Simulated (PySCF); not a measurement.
Charge-transfer reorganisation: `Cc1ccncc1`, C6H7N

Geometry (Å), atoms numbered from 1 in this order:
```xyz
14

C     1.9363   -0.1197    0.1478
C     0.4336   -0.0207    0.0881
C    -0.2190    1.2104   -0.0718
C    -1.6142    1.2445   -0.1498
N    -2.3870    0.1577   -0.0789
C    -1.7711   -1.0169    0.0764
C    -0.3834   -1.1581    0.1654
H     2.3584   -0.2482   -0.8643
H     2.3851    0.7899    0.5749
H     2.2612   -0.9827    0.7484
H     0.3532    2.1404   -0.1326
H    -2.1302    2.2046   -0.2730
H    -2.4149   -1.9030    0.1371
H     0.0559   -2.1509    0.2966
```

Level of theory: UKS B3LYP/def2-SVP four-point reorganisation energy, gas phase (PySCF 2.14.0). Geometry: B3LYP/def2-SVP.

**Question.** What is the inner reorganisation energy for hole transfer, with the ionisation energy?

**Answer.** λ = 0.441 (surface of the oxidised species) + 0.449 (surface of the starting species) = 0.890 eV. The ionisation energy is 9.24 eV vertical and 8.80 eV adiabatic without zero-point energy; at the relaxed geometry of the oxidised species the two energies differ by 8.35 eV. Largest bond changes: C4–N5 1.335 → 1.313 Å, N5–C6 1.335 → 1.313 Å, C7–C2 1.403 → 1.410 Å, C2–C3 1.403 → 1.410 Å, C6–C7 1.398 → 1.403 Å. ⟨S²⟩ of the relaxed oxidised species 0.757.
